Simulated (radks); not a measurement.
Results of a calculation; reference values are marked as such.
Spherical jellium clusters: N electrons in a uniform positive sphere of charge N and radius rs N^(1/3), rs = 3.1 bohr. Level of theory: non-relativistic Kohn-Sham, LDA (Slater exchange, Perdew-Wang correlation), spin-polarised, spherical densities (a radial shooting solver with Libxc functionals). Levels are named by radial order and angular momentum (1s, 1p, 1d, 2s, ...), and open shells are averaged over m.

N = 12, configuration 1s2 1p6 1d(up 4, down 0). This is the lowest configuration that the search found. Occupied and some empty levels:

level,occupation,eigenvalue (eV),<r> (bohr)
1s up,1,-6.7937,4.556
1s down,1,-6.3687,4.386
1p up,3,-5.0966,5.561
1p down,3,-4.5445,5.524
1d up,4,-3.0888,6.454
1d down,0,-2.5175,6.551
2s up,0,-2.4828,6.215
2s down,0,-2.1718,6.413
1f up,0,-0.97385,7.633
2p up,0,-0.80538,9.105
2p down,0,-0.57917,9.784
1f down,0,-0.48691,8.091

Energy (eV): total -18.1871, kinetic 33.096, external -640.70, Hartree 310.95, exchange-correlation -52.792, background 331.27.
